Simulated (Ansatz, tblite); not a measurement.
MO3Br with several metals: gap (eV) at several levels, gas phase, relaxed structures; Ansatz, xTB through tblite. Core potentials for Re, Tc in the def2 sets, no spin–orbit coupling. The structures are stationary points that may keep the symmetry of their start. Remarks come from the PBE and PBE0 runs and from stability tests at other levels; not every state was tested.

```tsv
species	state	geometry	GFN1-xTB	PBE-D4/def2-SVP	PBE-D4/def2-TZVP	PBE0-D4/def2-SVP	PBE0-D4/def2-TZVP	remarks
TcO3Br (TcBrO3)	singlet	r2SCAN-D4/def2-SVP	2.87	3.57	3.56	5.43	5.45	restricted SCF unstable in HF
MnO3Br (MnBrO3)	singlet	PBE0-D4/def2-SVP	1.91	2.02	2.09	3.83	3.97	restricted SCF unstable in HF
ReO3Br (ReBrO3)	singlet	PBE0-D4/def2-SVP	3.17	4.40	4.37	6.39	6.40	–
```

Estimate the column for ωB97X-V/def2-TZVP.

TcO3Br (TcBrO3) 9.77; MnO3Br (MnBrO3) 8.38; ReO3Br (ReBrO3) 10.79.

Over the 3 species that have every level, the mean is 2.65 at GFN1-xTB, 3.33 at PBE-D4/def2-SVP, 3.34 at PBE-D4/def2-TZVP, 5.22 at PBE0-D4/def2-SVP, 5.27 at PBE0-D4/def2-TZVP, 9.65 at ωB97X-V/def2-TZVP. Orbital gaps grow with the share of exact exchange and aren't one observable across functionals.
